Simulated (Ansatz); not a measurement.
**Molecular dynamics of F$_{3}$H$_{7}$HfOSi$_{2}$**

input.yaml

```yaml
crystal:
  periodic: [false, false, false]
  atoms:
    - { symbol: Hf, position_ang: [0.130066, -0.243807, 0.02543] }
    - { symbol: O, position_ang: [-0.267143, -0.36098, 2.127873] }
    - { symbol: Si, position_ang: [-1.340673, -0.054706, 3.432323] }
    - { symbol: H, position_ang: [-2.593163, -0.857494, 3.243599] }
    - { symbol: H, position_ang: [-0.642937, -0.462317, 4.695277] }
    - { symbol: H, position_ang: [-1.640992, 1.412299, 3.430188] }
    - { symbol: F, position_ang: [1.440839, 1.135503, -0.183385] }
    - { symbol: F, position_ang: [-1.653837, 0.441544, -0.200679] }
    - { symbol: F, position_ang: [0.191437, -1.38816, -1.519031] }
    - { symbol: Si, position_ang: [1.527916, -2.637614, 1.059367] }
    - { symbol: H, position_ang: [0.841924, -3.857224, 0.504196] }
    - { symbol: H, position_ang: [2.719385, -2.323683, 0.181581] }
    - { symbol: H, position_ang: [2.087839, -2.997573, 2.41619] }
    - { symbol: H, position_ang: [0.388835, -1.31319, 1.920773] }
basis:
  gaussian: { orbitals: def2-SVP }
hamiltonian:
  xc: pbe
md:
  timestep: 0.5
  n_steps: 200
  ensemble: nve
  temperature: 100.0
  initial_velocities: maxwell_boltzmann
  seed: 9380
```

Command:

```bash
$ ansatz run input.yaml --threads 4 --pin off --max-ram 5120MiB --backend cpu --events-out ev --progress --plain --runs-dir out
```

It starts at the highest image of a converged band, a first-order saddle point between two minima.

Output, in part (one step line in 4, the closing report, with atoms numbered from 0):

```
md step     0: t =     0.00 fs  T =   100.0 K  F+E_penalty+E_count = -27350.55638691 eV  E_kin = 0.155112 eV  conserved = -27350.40127491 eV  (32 SCF iters)
md step     4: t =     2.00 fs  T =    80.9 K  F+E_penalty+E_count = -27350.52652049 eV  E_kin = 0.125509 eV  conserved = -27350.40101182 eV  (33 SCF iters)
md step     8: t =     4.00 fs  T =    57.9 K  F+E_penalty+E_count = -27350.49051936 eV  E_kin = 0.089749 eV  conserved = -27350.40077074 eV  (33 SCF iters)
md step    12: t =     6.00 fs  T =    63.1 K  F+E_penalty+E_count = -27350.49887527 eV  E_kin = 0.097869 eV  conserved = -27350.40100637 eV  (33 SCF iters)
md step    16: t =     8.00 fs  T =    66.8 K  F+E_penalty+E_count = -27350.50480584 eV  E_kin = 0.103638 eV  conserved = -27350.40116801 eV  (33 SCF iters)
md step    20: t =    10.00 fs  T =    47.5 K  F+E_penalty+E_count = -27350.47460939 eV  E_kin = 0.073690 eV  conserved = -27350.40091953 eV  (33 SCF iters)
md step    24: t =    12.00 fs  T =    39.6 K  F+E_penalty+E_count = -27350.46210618 eV  E_kin = 0.061373 eV  conserved = -27350.40073325 eV  (33 SCF iters)
md step    28: t =    14.00 fs  T =    66.6 K  F+E_penalty+E_count = -27350.50433659 eV  E_kin = 0.103287 eV  conserved = -27350.40104978 eV  (33 SCF iters)
md step    32: t =    16.00 fs  T =    86.9 K  F+E_penalty+E_count = -27350.53599448 eV  E_kin = 0.134757 eV  conserved = -27350.40123765 eV  (33 SCF iters)
md step    36: t =    18.00 fs  T =    75.1 K  F+E_penalty+E_count = -27350.51743506 eV  E_kin = 0.116491 eV  conserved = -27350.40094410 eV  (33 SCF iters)
md step    40: t =    20.00 fs  T =    69.3 K  F+E_penalty+E_count = -27350.50831421 eV  E_kin = 0.107501 eV  conserved = -27350.40081350 eV  (33 SCF iters)
md step    44: t =    22.00 fs  T =    87.1 K  F+E_penalty+E_count = -27350.53626474 eV  E_kin = 0.135173 eV  conserved = -27350.40109195 eV  (33 SCF iters)
md step    48: t =    24.00 fs  T =    92.1 K  F+E_penalty+E_count = -27350.54410882 eV  E_kin = 0.142925 eV  conserved = -27350.40118422 eV  (32 SCF iters)
md step    52: t =    26.00 fs  T =    72.0 K  F+E_penalty+E_count = -27350.51261353 eV  E_kin = 0.111725 eV  conserved = -27350.40088846 eV  (33 SCF iters)
md step    56: t =    28.00 fs  T =    66.9 K  F+E_penalty+E_count = -27350.50459804 eV  E_kin = 0.103832 eV  conserved = -27350.40076569 eV  (33 SCF iters)
md step    60: t =    30.00 fs  T =    92.4 K  F+E_penalty+E_count = -27350.54443944 eV  E_kin = 0.143359 eV  conserved = -27350.40108028 eV  (33 SCF iters)
md step    64: t =    32.00 fs  T =   107.8 K  F+E_penalty+E_count = -27350.56840103 eV  E_kin = 0.167245 eV  conserved = -27350.40115620 eV  (33 SCF iters)
md step    68: t =    34.00 fs  T =   101.7 K  F+E_penalty+E_count = -27350.55867708 eV  E_kin = 0.157781 eV  conserved = -27350.40089630 eV  (33 SCF iters)
md step    72: t =    36.00 fs  T =   107.3 K  F+E_penalty+E_count = -27350.56732585 eV  E_kin = 0.166449 eV  conserved = -27350.40087641 eV  (34 SCF iters)
md step    76: t =    38.00 fs  T =   127.9 K  F+E_penalty+E_count = -27350.59956353 eV  E_kin = 0.198454 eV  conserved = -27350.40110970 eV  (34 SCF iters)
md step    80: t =    40.00 fs  T =   132.3 K  F+E_penalty+E_count = -27350.60634086 eV  E_kin = 0.205179 eV  conserved = -27350.40116220 eV  (34 SCF iters)
md step    84: t =    42.00 fs  T =   114.1 K  F+E_penalty+E_count = -27350.57796707 eV  E_kin = 0.177057 eV  conserved = -27350.40091010 eV  (34 SCF iters)
md step    88: t =    44.00 fs  T =   109.1 K  F+E_penalty+E_count = -27350.57003240 eV  E_kin = 0.169241 eV  conserved = -27350.40079101 eV  (34 SCF iters)
md step    92: t =    46.00 fs  T =   131.9 K  F+E_penalty+E_count = -27350.60568374 eV  E_kin = 0.204596 eV  conserved = -27350.40108731 eV  (34 SCF iters)
md step    96: t =    48.00 fs  T =   144.1 K  F+E_penalty+E_count = -27350.62464734 eV  E_kin = 0.223487 eV  conserved = -27350.40116024 eV  (34 SCF iters)
md step   100: t =    50.00 fs  T =   135.7 K  F+E_penalty+E_count = -27350.61135236 eV  E_kin = 0.210473 eV  conserved = -27350.40087886 eV  (33 SCF iters)
md step   104: t =    52.00 fs  T =   142.1 K  F+E_penalty+E_count = -27350.62127472 eV  E_kin = 0.220390 eV  conserved = -27350.40088462 eV  (33 SCF iters)
md step   108: t =    54.00 fs  T =   164.4 K  F+E_penalty+E_count = -27350.65604781 eV  E_kin = 0.254944 eV  conserved = -27350.40110350 eV  (34 SCF iters)
md step   112: t =    56.00 fs  T =   171.8 K  F+E_penalty+E_count = -27350.66766403 eV  E_kin = 0.266490 eV  conserved = -27350.40117371 eV  (34 SCF iters)
md step   116: t =    58.00 fs  T =   154.8 K  F+E_penalty+E_count = -27350.64104127 eV  E_kin = 0.240085 eV  conserved = -27350.40095676 eV  (34 SCF iters)
md step   120: t =    60.00 fs  T =   142.7 K  F+E_penalty+E_count = -27350.62225508 eV  E_kin = 0.221410 eV  conserved = -27350.40084470 eV  (34 SCF iters)
md step   124: t =    62.00 fs  T =   149.5 K  F+E_penalty+E_count = -27350.63291892 eV  E_kin = 0.231833 eV  conserved = -27350.40108590 eV  (34 SCF iters)
md step   128: t =    64.00 fs  T =   146.1 K  F+E_penalty+E_count = -27350.62775120 eV  E_kin = 0.226681 eV  conserved = -27350.40107001 eV  (34 SCF iters)
md step   132: t =    66.00 fs  T =   132.6 K  F+E_penalty+E_count = -27350.60659415 eV  E_kin = 0.205681 eV  conserved = -27350.40091294 eV  (34 SCF iters)
md step   136: t =    68.00 fs  T =   131.1 K  F+E_penalty+E_count = -27350.60426912 eV  E_kin = 0.203392 eV  conserved = -27350.40087736 eV  (33 SCF iters)
md step   140: t =    70.00 fs  T =   147.6 K  F+E_penalty+E_count = -27350.62993495 eV  E_kin = 0.228934 eV  conserved = -27350.40100059 eV  (33 SCF iters)
md step   144: t =    72.00 fs  T =   162.6 K  F+E_penalty+E_count = -27350.65342821 eV  E_kin = 0.252244 eV  conserved = -27350.40118393 eV  (34 SCF iters)
md step   148: t =    74.00 fs  T =   154.8 K  F+E_penalty+E_count = -27350.64113909 eV  E_kin = 0.240167 eV  conserved = -27350.40097238 eV  (34 SCF iters)
md step   152: t =    76.00 fs  T =   149.2 K  F+E_penalty+E_count = -27350.63236498 eV  E_kin = 0.231462 eV  conserved = -27350.40090249 eV  (33 SCF iters)
md step   156: t =    78.00 fs  T =   155.7 K  F+E_penalty+E_count = -27350.64264509 eV  E_kin = 0.241571 eV  conserved = -27350.40107385 eV  (34 SCF iters)
md step   160: t =    80.00 fs  T =   153.7 K  F+E_penalty+E_count = -27350.63945285 eV  E_kin = 0.238442 eV  conserved = -27350.40101041 eV  (33 SCF iters)
md step   164: t =    82.00 fs  T =   148.3 K  F+E_penalty+E_count = -27350.63098373 eV  E_kin = 0.230029 eV  conserved = -27350.40095498 eV  (34 SCF iters)
md step   168: t =    84.00 fs  T =   149.1 K  F+E_penalty+E_count = -27350.63216235 eV  E_kin = 0.231238 eV  conserved = -27350.40092392 eV  (32 SCF iters)
md step   172: t =    86.00 fs  T =   161.5 K  F+E_penalty+E_count = -27350.65150271 eV  E_kin = 0.250556 eV  conserved = -27350.40094663 eV  (33 SCF iters)
md step   176: t =    88.00 fs  T =   180.4 K  F+E_penalty+E_count = -27350.68093430 eV  E_kin = 0.279834 eV  conserved = -27350.40109993 eV  (33 SCF iters)
md step   180: t =    90.00 fs  T =   188.6 K  F+E_penalty+E_count = -27350.69352740 eV  E_kin = 0.292545 eV  conserved = -27350.40098248 eV  (33 SCF iters)
md step   184: t =    92.00 fs  T =   197.1 K  F+E_penalty+E_count = -27350.70679536 eV  E_kin = 0.305765 eV  conserved = -27350.40102998 eV  (32 SCF iters)
md step   188: t =    94.00 fs  T =   200.7 K  F+E_penalty+E_count = -27350.71241638 eV  E_kin = 0.311312 eV  conserved = -27350.40110424 eV  (32 SCF iters)
md step   192: t =    96.00 fs  T =   190.7 K  F+E_penalty+E_count = -27350.69674693 eV  E_kin = 0.295786 eV  conserved = -27350.40096112 eV  (33 SCF iters)
md step   196: t =    98.00 fs  T =   183.8 K  F+E_penalty+E_count = -27350.68609635 eV  E_kin = 0.285128 eV  conserved = -27350.40096884 eV  (32 SCF iters)
md step   200: t =   100.00 fs  T =   181.9 K  F+E_penalty+E_count = -27350.68308402 eV  E_kin = 0.282089 eV  conserved = -27350.40099487 eV  (33 SCF iters)
Total energy: -27350.68316116 eV, -1005.1190672137 hartree
Atom 0 at     0.163212    -0.294124    -0.069253 Å, force     0.235466     0.062134     0.157618 eV/Å
Atom 1 at    -0.257897    -0.273700     2.416888 Å, force    -0.166403     0.279834    -0.369552 eV/Å
Atom 2 at    -1.429729    -0.044569     3.678786 Å, force    -0.340874     0.463041    -0.753002 eV/Å
Atom 3 at    -2.659206    -0.849454     3.382556 Å, force     0.085793    -0.215568     0.101408 eV/Å
Atom 4 at    -0.782455    -0.438932     4.966445 Å, force     0.020272     0.053154     0.065345 eV/Å
Atom 5 at    -1.875315     1.397629     3.566885 Å, force     0.291823    -0.204010     0.214920 eV/Å
Atom 6 at     1.501063     1.073937    -0.107727 Å, force    -0.053346     0.031425     0.055075 eV/Å
Atom 7 at    -1.656744     0.286149     0.062590 Å, force    -0.467302     0.042111     0.056385 eV/Å
Atom 8 at     0.187357    -1.105133    -1.810430 Å, force     0.011694     0.127651     0.255440 eV/Å
Atom 9 at     1.399764    -2.450272     1.132499 Å, force     0.754685    -0.699721    -0.649703 eV/Å
Atom 10 at     0.702989    -3.790218     0.910771 Å, force     0.080552     0.188970     0.174629 eV/Å
Atom 11 at     2.878347    -2.675419     0.706191 Å, force    -0.610705     0.121757     0.136721 eV/Å
Atom 12 at     1.529552    -2.284087     2.635175 Å, force    -0.095399    -0.029539     0.248450 eV/Å
Atom 13 at     0.399489    -0.981841     2.601570 Å, force     0.253744    -0.221240     0.306267 eV/Å
Dipole moment:    -0.270356     0.052654     0.785726 e Å
```

The run went to its last step. The conserved energy stayed within 0.039 meV per atom of its start (net change 0.02 meV per atom), so the integration is sound. The kinetic energy rose, since the run started high on the potential surface and went downhill. A run of 0.1 ps of so small a system gives no equilibrium averages. The orbitals stay closed-shell, which can raise the energy where a bond breaks towards radicals; this wasn't checked here.

Between its relaxed ends the band would form Hf1–Si10, O2–H14 and break Si10–H14. These pairs go: Hf1–Si10 2.96 → 2.76 Å, O2–H14 1.17 → 0.98 Å, Si10–H14 1.95 → 2.31 Å. In the last frame they stand as after the step (other bonds may differ from the relaxed reactants and products). Also parted: Hf1–H14 2.19 → 2.77 Å. It ends as one piece, F3H7HfOSi2. Pairs count as bonded within 1.25 times the sum of covalent radii (0.12 Å more for H–H).

Last frame:

```xyz
14
Properties=species:S:1:pos:R:3
Hf 0.163 -0.294 -0.069
O -0.258 -0.274 2.417
Si -1.430 -0.045 3.679
H -2.659 -0.850 3.383
H -0.782 -0.439 4.966
H -1.875 1.398 3.567
F 1.501 1.074 -0.108
F -1.657 0.286 0.063
F 0.187 -1.105 -1.810
Si 1.400 -2.450 1.133
H 0.703 -3.790 0.911
H 2.878 -2.675 0.706
H 1.530 -2.284 2.635
H 0.400 -0.982 2.602
```

Time of the run: 9.5 min on 4 threads of Arm Neoverse V2, on a shared host, peak memory 0.25 GiB.
